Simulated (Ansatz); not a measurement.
A CCSD(T) single point on C4H13BSi, SMILES `BC[Si](C)(C)C`.

```yaml
crystal:
  periodic: [false, false, false]
  atoms:
    - {symbol: B, position_ang: [1.397487, 0.584731, -1.906513]}
    - {symbol: C, position_ang: [1.264414, 0.967733, -0.436372]}
    - {symbol: Si, position_ang: [-0.174562, -0.051149, 0.300158]}
    - {symbol: C, position_ang: [0.206011, -1.879659, 0.168523]}
    - {symbol: C, position_ang: [-1.765266, 0.343369, -0.605173]}
    - {symbol: C, position_ang: [-0.336180, 0.433008, 2.102541]}
    - {symbol: H, position_ang: [0.764532, 1.154022, -2.752090]}
    - {symbol: H, position_ang: [2.078485, -0.344012, -2.243404]}
    - {symbol: H, position_ang: [0.967976, 2.005589, -0.253218]}
    - {symbol: H, position_ang: [2.120034, 0.699307, 0.191688]}
    - {symbol: H, position_ang: [0.271661, -2.200494, -0.874151]}
    - {symbol: H, position_ang: [-0.573283, -2.473355, 0.654372]}
    - {symbol: H, position_ang: [1.157786, -2.120048, 0.649728]}
    - {symbol: H, position_ang: [-1.974610, 1.416223, -0.585921]}
    - {symbol: H, position_ang: [-1.716995, 0.034147, -1.652315]}
    - {symbol: H, position_ang: [-2.612001, -0.170596, -0.141799]}
    - {symbol: H, position_ang: [0.583683, 0.220354, 2.653264]}
    - {symbol: H, position_ang: [-1.148742, -0.122804, 2.579125]}
    - {symbol: H, position_ang: [-0.552328, 1.499235, 2.207956]}
basis:
  gaussian: {orbitals: def2-SVP}
correlation: {method: ccsd_t}
```

```sh
$ ansatz run in.yaml --threads 4 --pin off --events-out ev --progress --plain --max-ram 11315MiB
```

The program prints (abridged):

```
Functional definition: HF
1575 factors; integrals over basis functions are off by at most 1.3e-3 eV
mean field evaluation 1: about -12851.9456 eV, gradient 3.9e1 eV
mean field evaluation 2: about -12852.0062 eV, gradient 3.9e1 eV
mean field evaluation 4: about -12856.2835 eV, gradient 3.4e0 eV
mean field evaluation 8: about -12856.3309 eV, gradient 1.7e-1 eV
mean field evaluation 16: about -12856.2639 eV, gradient 4.6e-1 eV
mean field -12856.33108671 eV, -472.4614531025 hartree, gradient 2.8e-6 eV, S^2 0.000000; 0 other end points of the search recorded, 0 dependent functions left out
10 core orbitals not correlated: weight in the atoms' cores, before any rotation towards them, 1.000 or more for the frozen orbitals, at most 0.000 for the correlated occupied ones
reference -12856.33108671 eV, -472.4614531025 hartree; 18, 18 occupied and 125, 125 virtual orbitals, 1575 factors
second order -20.88307685 eV of doubles, -0.00000000 eV of singles
cycle   1  -22.56321346 eV  change    -1.7e0 eV  update   9.5e-2
cycle   2  -23.18036705 eV  change   -6.2e-1 eV  update   2.8e-2
cycle   3  -23.25295032 eV  change   -7.3e-2 eV  update   9.8e-3
cycle   4  -23.25280742 eV  change    1.4e-4 eV  update   3.0e-3
cycle   5  -23.25240597 eV  change    4.0e-4 eV  update   1.3e-3
cycle   6  -23.25219316 eV  change    2.1e-4 eV  update   5.1e-4
cycle   7  -23.25211582 eV  change    7.7e-5 eV  update   2.0e-4
cycle   8  -23.25211102 eV  change    4.8e-6 eV  update   7.4e-5
cycle   9  -23.25208922 eV  change    2.2e-5 eV  update   2.4e-5
perturbative correction -0.68035708 eV, -0.0250026615 hartree
Total energy: -12880.26353301 eV, -473.3409542819 hartree
```

Hardware: 4 threads of an Intel Xeon 6975P-C on a shared host. Wall time 9 s, peak host memory 1.5 GiB.

Correlation energy per correlated electron: -0.665 eV. T1 diagnostic: 0.0092.
